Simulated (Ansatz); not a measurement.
Basis-set series for `C#C[Si](F)(F)C#C`. Charge 0, multiplicity 1. The geometry is a stationary point of PBE0-D4/def2-TZVP.

| functional | basis | functions | energy (Eh) | HOMO (eV) | LUMO (eV) |
| --- | --- | --- | --- | --- | --- |
| PBE0-D4 | def2-SVP | 112 | -641.94965 | -8.69 | -0.97 |
| PBE0-D4 | def2-TZVPP | 256 | -642.48910 | -8.74 | -1.16 |
| ωB97M-V | def2-SVP | 112 | -642.33082 | -10.91 | 1.19 |
| ωB97M-V | def2-TZVPP | 256 | -642.88105 | -10.98 | 0.92 |

Give the rows for def2-QZVPP. (Estimate.)

Ansatz gave: 
```json
{"functional": "PBE0-D4", "basis": "def2-QZVPP", "functions": "472", "energy (Eh)": "-642.51860", "HOMO (eV)": "-8.76", "LUMO (eV)": "-1.20"}
{"functional": "ωB97M-V", "basis": "def2-QZVPP", "functions": "472", "energy (Eh)": "-642.90787", "HOMO (eV)": "-11.00", "LUMO (eV)": "0.84"}
```

Positive LUMOs are unbound and depend on the basis.
